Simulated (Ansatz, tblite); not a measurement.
Forces on ReSe₂⁺ at its r2SCAN-D4/def2-TZVP geometry. Charge 1, multiplicity 1.

In the def2 sets Re takes a core potential; there is no spin–orbit coupling. The xTB rows come from tblite. The restricted singlet is unstable towards broken spin symmetry in Hartree–Fock (as tested in another run); at PBE-D4/def2-TZVP this wasn't settled. Another isomer (triplet) lies 1.90 eV lower at PBE0-D4/def2-TZVP; other spin states weren't run for this one.

GFN1-xTB (tblite), largest force 0.82 eV/Å:

```xyz
3
positions Å, forces eV/Å
Re    0.981   -0.673   -0.554    0.613   -0.422   -0.347
Se    0.192    0.571    1.201   -0.522    0.137   -0.117
Se   -1.173    0.102   -0.647   -0.091    0.284    0.465
```

GFN2-xTB (tblite), largest force 0.96 eV/Å:

```
Re 0.716 -0.492 -0.405
Se -0.037 0.356 0.637
Se -0.679 0.135 -0.232
```

PBE-D4/def2-TZVP (Ansatz), largest force 0.38 eV/Å:

```
Re 0.199 -0.137 -0.113
Se 0.110 0.141 0.340
Se -0.309 -0.004 -0.227
```
